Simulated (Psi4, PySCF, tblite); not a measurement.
Interaction energy of CH2O2 ··· CS2 (SMILES O=CO and S=C=S). Monomers: optimised at B3LYP-D3(BJ) (def2-TZVP), held rigid. Orientation: a random orientation, not optimised. The monomers approach along the line of their centres of mass (distance R); nothing else relaxes.

Geometry at R = 3.73 Å (first 5 atoms: monomer A):
```
8

O      0.8130    -0.5369     0.0023
C     -0.4226    -0.0085    -0.0006
O     -0.6722     1.1619    -0.0037
H      1.4490     0.1980     0.0012
H     -1.1672    -0.8145     0.0007
S      1.1953     1.3799     3.4145
C      2.0935     0.1681     3.0460
S      2.9918    -1.0437     2.6778
```

Levels: GFN2-xTB (tblite); revPBE/def2-TZVP, counterpoise-corrected (Psi4); SCS-MP2/aug-cc-pVDZ = DF-SCS-MP2/aug-cc-pVDZ, frozen core, counterpoise-corrected run with Psi4; RMP2/6-31G* = restricted MP2 (frozen core)/6-31G*, spherical d, no counterpoise correction (PySCF 2.14.0); PBE/def2-TZVP, counterpoise-corrected (Psi4).

Interaction energies in kcal/mol (negative: bound); R is the distance of the centres of mass, d the H4···C7 distance.

```json
[
 {"R / Å": "3.15", "d / Å": "2.59", "GFN2-xTB": "0.45", "revPBE/def2-TZVP": "7.95", "SCS-MP2/aug-cc-pVDZ": "4.38", "RMP2/6-31G*": "2.43", "PBE/def2-TZVP": "4.94"},
 {"R / Å": "3.30", "d / Å": "2.72", "GFN2-xTB": "-0.49", "revPBE/def2-TZVP": "5.10", "SCS-MP2/aug-cc-pVDZ": "1.94", "RMP2/6-31G*": "0.41", "PBE/def2-TZVP": "2.65"},
 {"R / Å": "3.51", "d / Å": "2.91", "GFN2-xTB": "-1.00", "revPBE/def2-TZVP": "2.71", "SCS-MP2/aug-cc-pVDZ": "0.19", "RMP2/6-31G*": "-0.91", "PBE/def2-TZVP": "0.90"},
 {"R / Å": "3.73", "d / Å": "3.11", "GFN2-xTB": "-1.07", "revPBE/def2-TZVP": "1.34", "SCS-MP2/aug-cc-pVDZ": "-0.54", "RMP2/6-31G*": "-1.31", "PBE/def2-TZVP": "0.07"},
 {"R / Å": "3.90", "d / Å": "3.27", "GFN2-xTB": "-1.00", "revPBE/def2-TZVP": "0.74", "SCS-MP2/aug-cc-pVDZ": "-0.73", "RMP2/6-31G*": "-1.28", "PBE/def2-TZVP": "-0.21"},
 {"R / Å": "4.16", "d / Å": "3.51", "GFN2-xTB": "-0.82", "revPBE/def2-TZVP": "0.24", "SCS-MP2/aug-cc-pVDZ": "-0.74", "RMP2/6-31G*": "-1.04", "PBE/def2-TZVP": "-0.34"},
 {"R / Å": "4.43", "d / Å": "3.77", "GFN2-xTB": "-0.64", "revPBE/def2-TZVP": "0.00", "SCS-MP2/aug-cc-pVDZ": "-0.63", "RMP2/6-31G*": "-0.74", "PBE/def2-TZVP": "-0.33"},
 {"R / Å": "4.72", "d / Å": "4.04", "GFN2-xTB": "-0.46", "revPBE/def2-TZVP": "-0.09", "SCS-MP2/aug-cc-pVDZ": "-0.49", "RMP2/6-31G*": "-0.48", "PBE/def2-TZVP": "-0.26"},
 {"R / Å": "5.19", "d / Å": "4.49", "GFN2-xTB": "-0.26", "revPBE/def2-TZVP": "-0.11", "SCS-MP2/aug-cc-pVDZ": "-0.31", "RMP2/6-31G*": "-0.24", "PBE/def2-TZVP": "-0.15"},
 {"R / Å": "5.92", "d / Å": "5.20", "GFN2-xTB": "-0.09", "revPBE/def2-TZVP": "-0.06", "SCS-MP2/aug-cc-pVDZ": "-0.16", "RMP2/6-31G*": "-0.10", "PBE/def2-TZVP": "-0.06"},
 {"R / Å": "6.97", "d / Å": "6.22", "GFN2-xTB": "0.00", "revPBE/def2-TZVP": "-0.03", "SCS-MP2/aug-cc-pVDZ": "-0.07", "RMP2/6-31G*": "-0.04", "PBE/def2-TZVP": "-0.03"},
 {"R / Å": "8.20", "d / Å": "7.43", "GFN2-xTB": "0.02", "revPBE/def2-TZVP": "-0.01", "SCS-MP2/aug-cc-pVDZ": "-0.03", "RMP2/6-31G*": "-0.02", "PBE/def2-TZVP": "-0.01"}
]
```

Lowest grid point: GFN2-xTB -1.07 kcal/mol at R = 3.73 Å; revPBE/def2-TZVP -0.11 kcal/mol at R = 5.19 Å; SCS-MP2/aug-cc-pVDZ -0.74 kcal/mol at R = 4.16 Å; RMP2/6-31G* -1.31 kcal/mol at R = 3.73 Å; PBE/def2-TZVP -0.34 kcal/mol at R = 4.16 Å.
